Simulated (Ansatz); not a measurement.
```xyz
9

C    -0.9851    0.0220    1.1913
Sn    0.0085    0.9048   -0.5124
N     1.4337   -0.4728   -1.0084
H    -1.2835   -0.9915    0.9179
H    -1.8662    0.6067    1.4546
H    -0.3090   -0.0140    2.0450
H    -1.0442    0.8837   -1.8923
H     2.1442   -0.6305   -0.3051
H     1.9015   -0.3083   -1.8906
```

Total charge 0; spin multiplicity 2. Sn: def2 effective core potential.

Problem. List the r2SCAN/def2-TZVPP orbital energies in eV (Ansatz). (Estimate.)

Solution. Computed: α occupied: -384.89, -272.86, -136.53, -91.39, -91.31, -91.28, -25.92, -25.78, -25.73, -25.66, -25.65, -21.56, -17.81, -12.25, -11.93, -10.19, -10.18, -8.54, -7.49, -6.95, -4.64. α empty: -0.26, 0.37, 1.11, 1.86, 2.52, 2.89, 3.15, 3.37. β occupied: -384.76, -272.80, -136.50, -91.32, -91.30, -91.27, -25.84, -25.69, -25.62, -25.60, -25.59, -21.29, -17.68, -11.94, -11.82, -10.15, -10.09, -8.30, -7.15, -6.34. β empty: -3.09, 0.08, 0.71, 1.53, 2.12, 2.59, 3.10, 3.27. ⟨S²⟩ = 0.755.
